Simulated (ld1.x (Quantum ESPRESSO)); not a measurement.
# What one change does to a pseudopotential (Ho (Z = 67), TM)

```
Element                 : Ho (Z = 67)
Generator               : ld1.x (Quantum ESPRESSO) 7.5
Type                    : norm-conserving Troullier–Martins (Kleinman–Bylander form)
Functional              : Wu–Cohen
Relativity              : scalar-relativistic
Frozen core             : [Xe]
Valence charge          : 13
Reference configuration : 4f10 5d1 6s2 6p0
Partial waves           : 6s (bound): rc 2.40 bohr; 6p (bound, empty): rc 3.00 bohr; 5d (bound): rc 2.50 bohr; 4f (bound): rc 1.20 bohr
Local potential         : all-electron potential smoothed inside 1.10 bohr (lloc = -1)
Core correction         : none
```

Change: functional LDA (PZ).

Cutoffs: the cutoffs (Ry, on a coarse ladder) from which the occupation-weighted sum of valence levels, in a spherical-Bessel basis at the reference potential, stays within 10 and 1 mRy of its value at 400 Ry; they do not see the model core or the augmentation charge, which bear on the density cutoff. Errors are all-electron minus pseudo energies relative to the spin-unpolarised reference configuration.

Question: Predict the effect on cutoff, ghosts and configuration errors.

Answer: Both files keep a bound ghost (p, s); the number of tests that count goes from 7 to 8; of the 7 tests that both files solve, the error grows in 1 and shrinks in 2 by more than 15 % and 0.3 meV (median size 330.4 → 395.4 meV).

```tsv
quantity	base	changed
cutoff, loose	300 Ry	300 Ry
cutoff, tight	over 300 Ry	over 300 Ry
bound ghosts	s, p	s, p
tests counted (converged, no solver errors)	7 of 7	8 of 9
error for 4f11 5d0 6s2 6p0, meV [ΔE -4.60 → -4.63 eV]	-560	-575
error for 4f11 5d0 6s1 6p0, meV [ΔE 1.70 → 1.89 eV]	-549	-502
error for 4f11 5d0 6s0 6p0, meV [ΔE 13.34 → 13.91 eV]	-300	-243
error for 4f10 5d0 6s0 6p0, meV [ΔE 39.35 → 40.21 eV]	+305	+395
error for 4f11 5d1 6s1 6p0, meV [ΔE -1.80 → -1.83 eV]	-667	-658
error for 4f10 5d0 6s2 6p0, meV [ΔE 5.78 → 5.95 eV]	+40	+10
error for 4f11 5d0 6s0 6p2, meV [ΔE 1.04 → 1.27 eV]	-330	-328
s: phases at 3.24 bohr within 0.05 rad from the reference energy up to (Ry; the scan ends near 5)	2.7	2.7
p: phases at 3.24 bohr within 0.05 rad from the reference energy up to (Ry; the scan ends near 5)	0.1	0.1
d: phases at 3.24 bohr within 0.05 rad from the reference energy up to (Ry; the scan ends near 5)	1.7	1.7
f: phases at 3.24 bohr within 0.05 rad from the reference energy up to (Ry; the scan ends near 5)	n/a	4.2
```

Base: These tests converged, but a pseudo level misses the all-electron one widely, so the file describes the atom poorly there or has found another state: 4f11 5d0 6s2 6p0: 4f by 1.1 eV. Changed file: Tests not counted: 4f11 5d0 6s2 6p0 (spin-polarised) (solver errors, printed error -1844 eV). These tests converged, but a pseudo level misses the all-electron one widely, so the file describes the atom poorly there or has found another state: 4f11 5d0 6s2 6p0: 4f by 1.1 eV. A true bound ghost makes a file unfit for plane-wave use even where its test errors are small: the radial tests pick states by their node count and pass the ghost by. Where a test does run into it, the solver fails or the error is huge.
